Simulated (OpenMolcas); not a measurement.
# Ho III: from CASSCF to CASPT2

```yaml
Program: OpenMolcas
Basis: ANO-RCC-VTZP [8s7p5d3f2g1h]
Scalar_Hamiltonian: DKH4, point nucleus
Active_space: 11 electrons in 7 orbitals (4f)
State_averaging: 2S+1 = 4 odd, 35 roots (21 in the spin-orbit step); 2S+1 = 2 odd, 112 roots (35 in the spin-orbit step)
Spin-orbit_coupling: state interaction with AMFI integrals over the reference wave functions, term energies averaged over their components
```

Methods on the same reference wave functions:
A. CASSCF
B. SS-CASPT2, IPEA 0.25 Eh, imaginary shift 0.1 Eh (closed shells correlated: 5s 5p)

Energies in cm⁻¹ above 4f¹¹ ⁴I°_15/2, the measured ground level; measured values from Martin, Zalubas and Hagan, Atomic Energy Levels: The Rare-Earth Elements, NSRDS-NBS 60 (1978); whole-number values converted from NIST levels in rydberg listed in Nahar, Atoms 12, 24 (2024).

```json
{"Level": "4f¹¹ ⁴I°_15/2", "A": "0.0", "B": "0.0", "Measured": "0.0"}
{"Level": "4f¹¹ ⁴I°_13/2", "A": "5557", "B": "5600", "Measured": "5439"}
{"Level": "4f¹¹ ⁴I°_11/2", "A": "9194", "B": "8990", "Measured": "8644"}
{"Level": "4f¹¹ ⁴I°_9/2 [64 %]", "A": "11592", "B": "10900", "Measured": "10770"}
{"Level": "4f¹¹ ⁴F°_9/2 [65 %]", "A": "17461", "B": "14320", "Measured": "13330"}
```

Deviations, from unrounded energies. A percentage is the sum of absolute deviations over the sum of measured energies, with the sign that they share, or ± where signs differ.

```tsv
Against measurement	Levels	A	B
mean absolute deviation (cm-1)	4	1400	410
fine structure of the ground term (%)	3	+6.0	+2.6
other terms of the ground configuration (%)	1	+31.0	+7.5
```

B lies closest to measurement on these levels. The largest miss of B in the table is 4f¹¹ ⁴F°_9/2 [65 %], by +990 cm-1. The ranking rests on the paired levels alone, and a cruder setting can come out closer through cancelling errors.

The lowest spin-free term lies below A's lowest term by 0.997 hartree in B.

CASPT2 does not keep the components of a term degenerate, so their means are used; among the terms shown or strongly mixed into the levels shown the widest spread is 970 cm-1 (4f¹¹ ⁴I°, B). High states are left out of the spin-orbit mixing, which shifts the levels that they would mix with. Some levels mix across a computed gap that differs much from the measured one, so their mixing is not that of the real levels. Without dynamic correlation excited terms often stand tens of per cent too high (terms of higher spin than the ground term too low), and those without a measured partner can miss by more than the paired ones (holds for A). Computed and measured levels are paired by configuration, term and J; levels that our copy of the source lacks, or whose pairing is in doubt (as where it misses far off the trend of its configuration), stay unpaired and out of the deviations. Levels of configurations outside the active space are missing. The table leaves out levels that lie high or whose names do not pair safely across all columns.

A share in square brackets marks a mixed level and gives the weight of the term that names it, the lowest over the columns. ° marks odd parity.
